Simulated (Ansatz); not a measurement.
The first iterations of a band of AlClFH3O2 (8 atoms, charge 0, multiplicity 1).

Level of theory: Ansatz 0.2.0, RKS PBE-D4/6-31G*.

```json
{"movable images": "7", "climbing image": "yes", "spring": "0.1 eV/Å²", "optimiser": "quadratic models (default)", "start path": "through a guess of the saddle point", "force threshold": "0.05 eV/Å", "iteration limit": "60", "end points": "relaxed"}
```

Image 0:

```xyz
8
Properties=species:S:1:pos:R:3
Al 0.055 0.389 -0.118
O -0.105 -0.009 1.842
H -1.022 -0.334 1.994
O 1.240 -0.627 -0.842
H 2.162 -0.316 -0.842
Cl -1.974 -0.096 -0.602
F 0.397 2.006 0.218
H -0.061 0.894 2.231
```

Image 8:

```xyz
8
Properties=species:S:1:pos:R:3
Al 0.182 0.524 -0.042
O -0.097 0.030 1.878
H -1.010 -0.332 1.943
O 1.642 -0.177 -0.620
H 1.564 -0.951 -1.205
Cl -1.699 -0.256 -0.742
F 0.224 2.158 0.351
H -0.116 0.911 2.318
```

| iteration | highest image above the first end (eV) | largest band force component (eV/Å) |
| --- | --- | --- |
| 1 | 4.261 | 33.926 |
| 2 | 0.834 | 1.612 |
| 3 | 0.623 | 1.144 |
| 4 | 0.543 | 1.240 |
| 5 | 0.407 | 1.242 |
| 6 | 0.285 | 0.771 |
| 7 | 0.183 | 1.243 |

Task: Does the band converge within its limit, and where does its top end?

Result: It converged. It ended after 21 iterations with the highest image 0.072 eV above the first end. Another band between the same ends (7 images) ends at a top of the same energy, where a vibrational analysis finds 1 clearly imaginary mode.

Time of the run: 3.3 min on 2 threads of Arm Neoverse V2, with other jobs on the host, peak memory 0.13 GiB.
